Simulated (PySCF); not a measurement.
r2SCAN on Mo²⁺ (molybdenum, charge +2)

Configuration: [Kr] 4d3 5s1, high-spin 5F determinant (an excited configuration). Calculation: PySCF 2.14, in aug-cc-pwCVTZ-PP with ECP28MDF; scalar relativity through the core potential.

* Total energy: -66.9145 hartree
* One-electron energy: -105.6347 hartree
* Hartree (Coulomb) energy: 45.9158 hartree
* Exchange-correlation energy: -7.1955 hartree
* ⟨S²⟩: 6.0021
* ⟨L²⟩: 12.024
* Sum of ⟨r⟩: 17.50 bohr
* Sum of ⟨r²⟩: 31.62 bohr²

```
shell  electrons  mean orbital energy (eV)  rms radius, mean of both spins (bohr)
 4s α          1                   -89.888                                   1.18
 4s β          1                   -87.253                                   1.18
 4p α          3                   -62.824                                   1.31
 4p β          3                   -59.834                                   1.31
 4d α          3                   -25.466                                   1.81
 5s α          1                   -20.187                                   2.96
```

Energies and moments cover only the electrons outside the core potential.
